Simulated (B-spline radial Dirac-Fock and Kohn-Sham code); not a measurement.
## f′ and f″ of Ag, 13.65 keV to 76.98 keV

Model: the dispersion relation over Dirac-Hartree-Slater subshell photoionisation cross sections, with the Kissel-Pratt high-energy constant (isolated atom, no bound-bound lines or fine structure). Program: a radial B-spline solver. The forward scattering factor is f₀ + f′ + i f″.

Edges near this range: K 25514.0 eV.

| hν (eV) | λ (Å) | f′ (e) | f″ (e) | tabulated f′ | tabulated f″ |
| --- | --- | --- | --- | --- | --- |
| 13650 | 0.9083 | -0.431 | 1.740 | -0.45 | 1.69 |
| 13740 | 0.9024 | -0.442 | 1.720 | -0.46 | 1.67 |
| 15000 | 0.8266 | -0.588 | 1.472 | -0.61 | 1.44 |
| 15210 | 0.8151 | -0.612 | 1.436 | -0.63 | 1.40 |
| 17479.3 | 0.7093 | -0.880 | 1.120 | -0.89 | 1.09 |
| 22162.9 | 0.5594 | ? | ? | ? | ? |
| 24209.8 | 0.5121 | -2.405 | 0.620 | -2.45 | 0.61 |
| 29470 | 0.4207 | -0.914 | 2.854 | -0.92 | 2.86 |
| 30000 | 0.4133 | -0.795 | 2.772 | -0.80 | 2.78 |
| 36760 | 0.3373 | -0.091 | 1.976 | -0.10 | 1.95 |
| 40000 | 0.3100 | 0.027 | 1.711 | 0.02 | 1.69 |
| 50540 | 0.2453 | 0.147 | 1.137 | 0.14 | 1.13 |
| 64290 | 0.1929 | 0.126 | 0.737 | 0.12 | 0.73 |
| 64860 | 0.1912 | 0.124 | 0.725 | 0.12 | 0.72 |
| 76980 | 0.1611 | 0.077 | 0.529 | 0.07 | 0.52 |

Task: What are f′ and f″ at Ag Kα (22162.9 eV)?

Result: f′ = -1.629 and f″ = 0.729 electrons (tables: -1.64 and 0.71). By the optical theorem f″ corresponds to a photoabsorption cross section 2 rₑ λ f″ = 2300 b.

Tabulated f′: xraylib 4.2 anomalous scattering factors (Cullen et al., EPDL97); f″: Chantler's tables (J. Phys. Chem. Ref. Data 1995 and 2000). Both are theoretical tables.

Values without a named source are computed, but for edge energies of neutral atoms, which are taken from tables.
